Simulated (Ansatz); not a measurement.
`C=CC[SiH3]` + `[OH][AlH2]` → `[AlH2][O]C[SiH3]` + `C=C` at 400 K and 1 bar (substitution at a C–C bond).

Gas-phase electronic energies from Ansatz, PBE0-D4/def2-TZVP geometries. CCSD(T)/CBS adds triple-zeta CCSD(T) − MP2 to the extrapolated MP2 energy (def2 sets, frozen cores). This one scheme is used for every species. One conformer a species, not always the lowest.

```csv
species,CCSD(T)/CBS energy (Eh),H − E (kJ/mol),S (J/(mol·K))
`C=CC[SiH3]`,-408.02402,279.1,352.1
`[OH][AlH2]`,-319.03157,88.7,271.1
`[AlH2][O]C[SiH3]`,-648.54228,218.0,388.3
`C=C`,-78.48111,149.4,232.7
```

H − E and S are ideal-gas, rigid-rotor, harmonic terms from PBE0-D4/def2-TZVP, for one conformer and one mirror image of each species. 1 Eh = 2625.50 kJ/mol, R = 8.31446 J/(mol·K).

**Question.** By hand: ΔE, ΔH, ΔS and ΔG.

**Answer.** ΔE = (-648.54228) + (-78.48111) − (-408.02402) − (-319.03157) = 0.03220 Eh = 84.5 kJ/mol. Δ(H − E) = 218.0 + 149.4 − 279.1 − 88.7 = -0.4, so ΔH = 84.1 kJ/mol. ΔS = 388.3 + 232.7 − 352.1 − 271.1 = -2.2 J/(mol·K). ΔG = 84.1 − 400 × (-2.2)/1000 = 85.0 kJ/mol.

**Question.** By hand: the equilibrium constant, and the temperature at which ΔG would vanish if ΔH and ΔS stayed fixed.

**Answer.** log₁₀ K = −ΔG/(RT ln 10) = -11.1. ΔH and −TΔS have one sign here, so there is no such temperature.

The number of gas molecules stays the same, so ΔS is small and ΔH decides. A doubt of 5 kJ/mol in ΔE shifts log₁₀ K by 0.7 here. Other conformers and mirror images would add mixing entropy, several J/(mol·K) or more a flexible species. Modes under 60 cm⁻¹, often nearly free rotors, make the harmonic entropy too high. These are equilibria of isolated gas molecules and say nothing of rates. Largest T1 diagnostic: 0.013 (customary marks: 0.02 for closed shells, 0.045 for open ones).

ΔS is within the doubt of such terms, so its sign, and with it that verdict, could turn.
